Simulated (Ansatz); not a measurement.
Isolated molecules relaxed with PBE0-D4/def2-TZVP in Ansatz; ΔE leaves out vibrations. CBS: MP2 limit from def2 TZ/QZ plus the TZ coupled-cluster correction, frozen cores. Functionals use def2-TZVPP. B3LYP here is the variant with VWN-RPA as its local correlation; programs differ in this. Each species was taken in one conformer, which may not be the lowest.

`F[CH]1[CH2][Al]1[SiH3]` + `N=C=C(O)F` → `N=C=C(F)[SiH3]` + `[OH][Al]1[CH2][CH]1F`  (formal exchange of groups at the Si–Al bond)

```json
{"level": "PBE-D4", "ΔE (kcal/mol)": "-39.1"}
{"level": "PBE0-D4", "ΔE (kcal/mol)": "-40.7"}
{"level": "ωB97M-V", "ΔE (kcal/mol)": "-46.7"}
{"level": "PBE", "ΔE (kcal/mol)": "-38.8"}
{"level": "B3LYP", "ΔE (kcal/mol)": "-44.9"}
{"level": "MP2/def2-TZVPP", "ΔE (kcal/mol)": "-50.6"}
{"level": "SCS-MP2/def2-TZVPP", "ΔE (kcal/mol)": "-49.8"}
{"level": "CCSD(T)/def2-TZVPP", "ΔE (kcal/mol)": "-45.9"}
```

**Question.** What does CCSD(T)/CBS give? (Estimate.)

**Answer.** Computed: -47.5 kcal/mol. The listed levels differ from it by 8.4, 6.8, 0.8, 8.7, 2.6, -3.1, -2.3, 1.6 kcal/mol.

Largest T1 diagnostic among the species: 0.015.

From PBE to PBE0 (25 % exact exchange), in def2-TZVPP and without D4, ΔE moves by −1.6 kcal/mol.
